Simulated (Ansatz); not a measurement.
Mulliken charges of BrH3SeSi (`[SeH][SiH2]Br`) from PBE/def2-TZVPP in Ansatz (PBE0-D4/def2-TZVP geometry).

```
atom   x (Å)   y (Å)   z (Å)  charge (e)
 Se1  -1.272  -1.303  -0.149      -0.126
 Si2   0.439   0.105   0.309       0.301
 Br3  -0.176   2.237   0.414      -0.185
  H4  -1.381  -0.824  -1.534       0.067
  H5   1.491   0.021  -0.727      -0.026
  H6   0.940  -0.299   1.641      -0.031
```

Problem. By hand: the dipole of these point charges (1 e Å = 4.8032 D).

Solution. Σ q r = (0.165, -0.265, -0.100) e Å, of length 0.328 e Å = 1.58 D.

Problem. How does the dipole of the full density compare? (Estimate.)

Solution. The calculation gave: (0.080, -0.148, -0.109) e Å, 0.96 D; the point charges give 1.65 times that, at 16° from its direction.

Point charges leave out the atoms' own dipoles, such as those of lone pairs, and Mulliken's split depends on the basis, so the two needn't agree.
